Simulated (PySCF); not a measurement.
A GIAO shielding run with PySCF 2.14.0 with density-fitted response routines (density fitting, non-relativistic, gas phase) on `S([SiH3])[SiH2]N([SiH3])[SiH3]`, H$_{11}$NSSi$_{4}$:

```
$ OMP_NUM_THREADS=1 python probes_run.py task.json out

{"job": {"kind": "nmr", "xc": "PBE0", "basis": "pcSseg-1"}, "charge": 0, "multiplicity": 1}
Si     3.458114    -0.266135    -1.106563
S      1.507987     0.581676    -1.347017
Si     0.416295    -0.467039     0.164316
N     -1.211694     0.103621     0.176871
Si    -2.481097    -1.058895     0.465390
Si    -1.518842     1.826606     0.291140
H      3.367941    -1.718700    -1.202345
H      4.214443     0.320392    -2.198441
H      3.979814     0.112832     0.202256
H      0.432817    -1.883106    -0.179579
H      1.082236    -0.232885     1.446626
H     -2.454801    -1.457498     1.876894
H     -3.744544    -0.416833     0.123071
H     -2.225871    -2.221404    -0.382596
H     -1.363839     2.233223     1.693434
H     -2.894928     2.026194    -0.153469
H     -0.571028     2.529982    -0.560549
```

Hardware: 1 thread of an Arm Neoverse V2, shared host. The job also computes population analyses, field gradients.

Question: How large is the calculation?

Answer: 90 electrons, 192 basis functions and 1115 auxiliary functions.

Question: How long does it take, and how much memory does it need?

Answer: 33 s of wall time, with 12 SCF cycles and 4 response iterations; peak memory 0.86 GiB. Times on a shared host scatter by some tens of per cent.
